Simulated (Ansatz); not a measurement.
Input for Ansatz (a quantum-chemistry and plane-wave program): U-CCSD(T)/def2-SVP on O2 (SMILES O=O).

Ansatz 0.2 input:
```yaml
crystal:
  periodic: [false, false, false]
  atoms:
    - {symbol: O, position_ang: [0.00000000, -0.00000000, 0.60215214]}
    - {symbol: O, position_ang: [-0.00000000, 0.00000000, -0.60215214]}
basis:
  gaussian:
    orbitals: def2-SVP
magnetization: {spin_polarized: true, initial_magnetization: 2}
correlation: {method: ccsd_t, electrons: outside_noble_gas}
scf: {omitted_lower_state_checks: [cluster_reference]}
```

Output:

```
WARN ansatz: RAYON_NUM_THREADS=4 ignored (pool sized by the plan → 4); use --threads N
Functional definition: HF
these checks for a lower state are left out or cut short: cluster_reference
integrals: 0.00 GiB planned
259 factors; integrals over basis functions are off by at most 1.2e-3 eV
mean field: 0.05 GiB planned
mean field evaluation 1: about -4067.1436 eV, gradient 1.4e1 eV
mean field evaluation 2: about -4067.1474 eV, gradient 1.4e1 eV
mean field evaluation 4: about -4067.8447 eV, gradient 1.3e0 eV
mean field evaluation 8: about -4067.8582 eV, gradient 4.8e-5 eV
mean field evaluation 16: about -4067.8572 eV, gradient 1.3e-1 eV
mean field -4067.85821879 eV, -149.4910322473 hartree, gradient 5.9e-7 eV, S^2 2.033666; 2 other end points of the search recorded, 0 dependent functions left out
2 core orbitals not correlated
reference -4067.85821879 eV, -149.4910322473 hartree; 7, 5 occupied and 19, 21 virtual orbitals, 259 factors
second order -9.33449060 eV of doubles, -0.00000000 eV of singles
coupled cluster: 0.06 GiB planned
cycle   1  -9.08833251 eV  change    2.5e-1 eV  update   7.1e-2
cycle   2  -9.39416628 eV  change   -3.1e-1 eV  update   2.0e-2
cycle   3  -9.44842940 eV  change   -5.4e-2 eV  update   8.1e-3
cycle   4  -9.44830885 eV  change    1.2e-4 eV  update   1.4e-3
cycle   5  -9.44826629 eV  change    4.3e-5 eV  update   3.9e-4
cycle   6  -9.44839695 eV  change   -1.3e-4 eV  update   1.2e-4
cycle   7  -9.44845279 eV  change   -5.6e-5 eV  update   2.7e-5
cycle   8  -9.44844466 eV  change    8.1e-6 eV  update   6.5e-6
perturbative correction -0.26227696 eV, -0.0096385006 hartree
Total energy: -4077.56894042 eV, -149.8478946848 hartree
Checks for a lower state left out: cluster_reference
```

Self-consistency was reached.

Cost: very roughly 1.3 core-seconds.
